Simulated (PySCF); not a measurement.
A side-by-side comparison of computed properties.

First species: C₂H₇NOSi.
Structure used (GFN2-xTB), in Å, numbered top down from 1:
```
atom  x, y, z in Å
N1    -1.4300    0.6748    0.5179
C2    -0.9917   -0.2312   -0.5395
Si3    0.7607   -0.8542   -0.0956
C4     1.8381    0.7163    0.1376
O5     2.9680    0.8341   -0.2646
H6    -2.3053    1.1255    0.2714
H7    -1.5822    0.1617    1.3791
H8    -0.9680    0.3396   -1.4710
H9    -1.6836   -1.0704   -0.7056
H10    1.3140   -1.7160   -1.1385
H11    0.7150   -1.5430    1.2005
H12    1.3662    1.5621    0.6823
```

Second species: C₄H₈FNSi.
Structure used (GFN2-xTB), in Å, numbered top down from 1:
```
atom  x, y, z in Å
C1    -1.907    0.766   -0.561
C2    -1.225   -0.313   -0.925
C3    -0.021   -0.808   -0.278
C4     0.526   -1.950   -0.704
Si5    0.759    0.145    1.152
N6     1.415    1.606    0.539
F7     2.057   -0.661    1.673
H8    -2.797    1.076   -1.082
H9    -1.608    1.373    0.278
H10   -1.573   -0.898   -1.769
H11    1.412   -2.358   -0.250
H12    0.104   -2.518   -1.521
H13   -0.077    0.201    2.350
H14    2.075    2.124    1.096
H15    0.854    2.224   -0.021
```

Levels: B3LYP/def2-SVPD for dipole moment, HOMO energy, LUMO energy, HOMO–LUMO gap, static isotropic polarisability and electronic spatial extent ⟨r²⟩ about the centre of nuclear charge; TDDFT B3LYP/def2-SVPD for lowest singlet excitation; TDA B3LYP/def2-SVPD for lowest triplet excitation (Tamm–Dancoff); GFN2-xTB for rotational constant A and rotational constant C. Geometries: GFN2-xTB. Each species is one conformer at its optimised geometry, gas phase, non-relativistic unless stated; the electronic structure was computed with PySCF and density fitting.

Dipoles, sizes and rotational constants follow the conformer. The torsions of the flexible species, by atom-mapped SMILES:
- `[NH2:1][CH2:2][SiH2:3][CH:4]=[O:5]`: N1–C2–Si3–C4 -56°, C2–Si3–C4–O5 -139°, H–N1–C2–Si3 173°, H–N1–C2–Si3 -68°
- `[CH2:1]=[CH:2][C:3](=[CH2:4])[Si@H:5]([NH2:6])[F:7]`: C1–C2–C3–C4 176°, C2–C3–Si5–N6 -69°, H–N6–Si5–C3 -164°, H–N6–Si5–C3 52°

Task: Which of the two has the higher LUMO energy, and by how much?

Result: The second: -1.35 eV against -1.68 eV, a difference of 0.33 eV.

Task: Which of the two has the higher S1 energy, and by how much?

Result: The second: 5.25 eV against 3.14 eV, a difference of 2.11 eV.

Task: Which has the higher rotational constant C?

Result: The first: 1.823 GHz against 1.232 GHz, a difference of 0.591 GHz.

Task: Which of the two has the higher HOMO energy, and by how much?

Result: The first: -6.48 eV against -6.89 eV, a difference of 0.41 eV.

Task: Which has the higher rotational constant A?

Result: The first: 7.424 GHz against 3.083 GHz, a difference of 4.341 GHz.

Task: Which has the higher static isotropic polarisability?

Result: The second: 83.7 au against 65.1 au, a difference of 18.6 au.

Task: Which of the two has the higher ⟨r²⟩, and by how much?

Result: The second: 990 bohr² against 680 bohr², a difference of 310 bohr².

Task: Which of the two has the higher dipole moment, and by how much?

Result: The first: 4.06 D against 2.18 D, a difference of 1.88 D.

On the first: 1 of the 8 computed singlets lies in the visible range (750 to 380 nm, 1.65 to 3.26 eV), with an oscillator strength of 0.001. The principal polarisabilities are 54.6, 64.9 and 75.7 au; their mean is the isotropic value.

On the second: The principal polarisabilities are 63.4, 82.3 and 105.5 au; their mean is the isotropic value. The 8 singlets span 5.25 to 6.96 eV, and their oscillator strengths add up to 0.57.
